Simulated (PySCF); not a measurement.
# [PbCl3(H2O)]− at several levels of theory

Computed with PySCF 2.14.0 (density fitting, no spin-orbit coupling) at the geometry relaxed with PBE0:

```xyz
7
[PbCl3(H2O)]− (singlet)
Pb   -0.3046   -0.0858    0.0858
Cl    1.3276    1.3650    1.4670
Cl   -0.9956   -1.8385    1.8385
Cl    1.3276   -1.4670   -1.3650
O    -2.0647    2.1874   -2.1874
H    -1.6209    2.4251   -1.3650
H    -1.6209    1.3650   -2.4251
```

| level | basis | state | HOMO (eV) | gap (eV) | charge on Pb1 (e) | dipole about the centre of mass (D) | largest force component (eV/Å) |
| --- | --- | --- | --- | --- | --- | --- | --- |
| PBE0 | Pb def2-SVP with ECP60, Cl def2-SVP, O def2-SVP, H def2-SVP | singlet | -2.90 | 5.78 | 0.48 | 3.81 | 0.03 |
| TPSS | the same | singlet | -1.86 | 4.19 | 0.43 | 3.70 | 0.52 |
| CAM-B3LYP | the same | singlet | -3.98 | 7.80 | 0.47 | 3.82 | 0.07 |

Charges are Mulliken's, which hang on the basis. The relaxation used the grid (50, 194), these runs (75, 302) or, all-electron (x2c bases, spin-free X2C Hamiltonian), (99, 590).

**Question.** What does PBE0 with Pb def2-TZVP with ECP60, Cl def2-TZVP, O def2-TZVP, H def2-TZVP give here?

**Answer.** state singlet, HOMO (eV) -3.38, gap (eV) 5.73, charge on Pb1 (e) 0.69, dipole about the centre of mass (D) 4.02, largest force component (eV/Å) 0.23. Time: 18 s on 2 threads of Arm Neoverse V1, on a shared host, from free ions and atoms.

In the first row's basis the gap widens with exact exchange: 4.2 eV for TPSS (none); 5.8 eV for PBE0 (a fixed share); 7.8 eV for CAM-B3LYP (rising or full at long range).

A frequency check found unstable modes (2, the lowest at -23 cm⁻¹), so the relaxed geometry is a saddle point, or these are noise.
